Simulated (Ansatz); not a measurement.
Reaction (redistribution): `[SiH3]N([SiH3])[Si]Br` + `ClB(Br)Br` → `[SiH3]N([SiH3])[Si]Cl` + `BrB(Br)Br`

Calculated with Ansatz (gas phase, PBE0-D4/def2-TZVP geometries, no zero-point term in ΔE). CBS: MP2 limit from def2 TZ/QZ plus the TZ coupled-cluster correction, frozen cores. For Br outer-core shells are correlated without core-valence functions, which leaves a few kJ/mol of doubt a bond. Scalar relativity is left out up to krypton. One conformer a species, not always the lowest.

`[SiH3]N([SiH3])[Si]Br`:

Z-matrix (Å, degrees):
```
Si
N 1 1.757
H 1 1.486 2 107.1
H 1 1.484 2 110.4 3 119.6
H 1 1.484 2 110.4 3 -119.6
Si 2 1.763 1 116.3 3 180.0
Si 2 1.722 1 116.6 3 -0.0
H 6 1.490 2 105.2 1 0.0
H 6 1.480 2 111.3 1 117.8
H 6 1.480 2 111.3 1 -117.7
Br 7 2.289 2 100.7 1 180.0
```

`ClB(Br)Br`:

Z-matrix (Å, degrees):
```
B
Cl 1 1.732
Br 1 1.899 2 120.0
Br 1 1.899 2 120.0 3 180.0
```

`[SiH3]N([SiH3])[Si]Cl`:

Cartesian coordinates in Å:
```
Si -0.599 0.728 1.067
N 0.398 -0.274 0.015
Si -0.109 -0.411 -1.659
Si 1.822 -1.126 0.479
Cl 1.924 -0.594 2.520
H -1.701 1.236 0.204
H -1.182 -0.066 2.171
H 0.166 1.881 1.595
H -1.467 -1.005 -1.742
H 0.872 -1.294 -2.343
H -0.124 0.924 -2.307
```

`BrB(Br)Br`:

```xyz
4

Br    0.612   -1.295   -1.243
B     0.000    0.000    0.000
Br   -1.608    0.948   -0.333
Br    0.996    0.347    1.576
```

```json
{"species": "`[SiH3]N([SiH3])[Si]Br`", "CCSD(T)/CBS(def2) energy (Eh)": "-3498.95213"}
{"species": "`ClB(Br)Br`", "CCSD(T)/CBS(def2) energy (Eh)": "-5631.31790"}
{"species": "`[SiH3]N([SiH3])[Si]Cl`", "CCSD(T)/CBS(def2) energy (Eh)": "-1385.41346"}
{"species": "`BrB(Br)Br`", "CCSD(T)/CBS(def2) energy (Eh)": "-7744.85335"}
```

Task: Work out ΔE.

Result: ΔE = (-1385.41346) + (-7744.85335) − (-3498.95213) − (-5631.31790) = 0.00322 Eh = +0.09 eV.

Largest T1 diagnostic among the species: 0.013.

At CCSD(T), def2-SVP lies +0.08 eV from the extrapolated value and def2-TZVPP −0.01 eV. Leaving LDA and LC-ωPBE aside and taking each functional with its dispersion term where it has one, the values, not all of them listed here, spread over 0.03 eV, from B97M-V to HSE06-D4. In def2-TZVPP, CCSD(T) changes the Hartree–Fock value by −0.03 eV (the triples alone add +0.00 eV) and MP2 by −0.04 eV.
